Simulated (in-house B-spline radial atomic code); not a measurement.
A run on Tc- that did not converge. Method: scalar-relativistic (X2C) HSE06, spin-polarised, spherical fractional occupations, exact exchange averaged over the configuration, Fermi nucleus of rms radius 4.41117 fm; computed with an all-electron radial atomic-structure program (B-spline basis).

Command:
```bash
python run_scf.py task.json out
```
Settings (nuclear radius in fm, mass in u):
```
Z                43
configuration    [Kr] 4d6 5s2
hamiltonian      x2c
method           hse06
spin_polarised   True
nucleus          fermi
rms_radius       4.41117
atomic_mass      96.90636
speed_of_light   137.035999084
exact_exchange   averaged over the configuration
```

First and last ten iterations of the last attempt (damped for 15 steps, keeping 80 % of the old Fock matrix, then DIIS):
```
 iter        energy (Eh)    residual
    1       -4278.215319    4.45e-01
    2       -4279.832042    3.22e-01
    3       -4282.269628    2.17e-01
    4       -4283.599739    1.42e-01
    5       -4284.303266    9.54e-02
    6       -4284.661482    6.78e-02
    7       -4284.836125    4.88e-02
    8       -4284.917750    3.34e-02
    9       -4284.954931    2.22e-02
   10       -4284.972065    1.58e-02
  111       -4284.899880    2.42e-02
  112       -4284.903432    2.37e-02
  113       -4284.904758    2.35e-02
  114       -4284.904572    2.35e-02
  115       -4284.902530    2.37e-02
  116       -4284.981959    8.27e-03
  117       -4284.924842    2.00e-02
  118       -4284.981169    8.67e-03
  119       -4284.903822    2.36e-02
  120       -4284.905979    2.33e-02
 not converged after 120 iterations
```

The smallest residual met was 1.6e-03; the threshold is about 4e-07. No energy from this run should be used. Cost of the run: 15 s on 1 thread of Intel(R) Xeon(R) Platinum 8488C, on a shared host.
